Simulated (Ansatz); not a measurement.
Total energies of C2H7MoNO2 (`C[N]=[Mo]([CH3])(=[O])[OH]`).

Z-matrix (Å, degrees):
```
C
N 1 1.420
H 1 1.095 2 109.7
H 1 1.095 2 110.4 3 118.4
H 1 1.096 2 111.7 3 -120.3
Mo 2 1.724 1 151.0 3 120.8
O 6 1.682 2 109.1 1 -0.8
C 6 2.112 2 103.3 1 -114.2
O 6 1.885 2 112.0 1 127.3
H 8 1.094 6 108.6 2 179.0
H 8 1.093 6 109.4 2 -61.3
H 8 1.091 6 111.2 2 59.0
H 9 0.959 6 124.7 2 4.5
```

Total charge 0; spin multiplicity 1. Correlated methods include outer-core shells of Mo, which these sets cover unevenly. Mo takes the def2 core potential. All single points use the PBE0-D4/def2-TZVP geometry. It is one conformer, not always the lowest. Basis def2-TZVPP, Ansatz.

RPA on PBE orbitals: Hartree–Fock energy of these orbitals -351.56732 Eh, correlation -2.43898 Eh (frozen core).

| functional | energy without D4 (Eh) | D4 term (kJ/mol) |
| --- | --- | --- |
| BLYP | -353.99352 | -64.6 |
| BHLYP | -353.75211 | -38.0 |

Problem. Give the same for LDA (SPW92), PBE, revPBE, r2SCAN, B97M-V, PBE0, B3LYP, r2SCANh, r2SCAN0, HSE06 (plane-wave form), CAM-B3LYP, LC-ωPBE, ωB97X-V, ωB97M-V, B2PLYP, PBE-QIDH. (An estimate is asked.)

Solution. Computed: 
```tsv
functional	energy without D4 (Eh)	D4 term (kJ/mol)
LDA (SPW92)	-351.70594	–
PBE	-353.79093	-30.1
revPBE	-354.06253	-85.6
r2SCAN	-353.97091	-7.7
B97M-V	-354.02675	–
PBE0	-353.72799	-25.7
B3LYP	-354.09958	-48.2
r2SCANh	-353.92060	-8.2
r2SCAN0	-353.84741	-9.1
HSE06 (plane-wave form)	-353.71359	-24.0
CAM-B3LYP	-353.89257	-26.2
LC-ωPBE	-353.88681	–
ωB97X-V	-353.91901	–
ωB97M-V	-353.84861	–
B2PLYP	-353.78506	–
PBE-QIDH	-353.63196	–
```

B3LYP takes the VWN-RPA correlation (the form of Gaussian; ORCA's B3LYP/G). HSE06 is the plane-wave form, built on full-range PBE exchange. The double hybrids freeze the cores in their second-order part.

LC-ωPBE has ω = 0.4 bohr⁻¹.
